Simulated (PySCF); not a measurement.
Level of theory: PBE0 in PySCF with Rh def2-TZVP with ECP28, F def2-TZVP; scalar-relativistic core potentials, no spin–orbit coupling; density-fitted integrals. Open shells, if any, are unrestricted.

Q: What spin state, shape and geometry does isolated RhF₂⁺ take (every ligand bound to Rh)?

A: Formally Rh is in oxidation state +3, d6, with 4 unpaired electrons (the high-spin count). The Mulliken spin on Rh is 3.15. The polar-tensor charge on Rh, 1.90, is below the formal one. The lowest minimum found is a quintet of D∞h symmetry with Rh–F 1.802 Å (×2); F–Rh–F 180.0°. Its harmonic wavenumbers are 58 (πu), 682 (σg+), 790 (σu+) cm⁻¹ and its dipole moment is 0.00 D about the centre of mass.

Only a few start shapes were tried, so a lower isomer may exist. Open d and f shells are described by one determinant, and the ground state may have another occupation or spin.
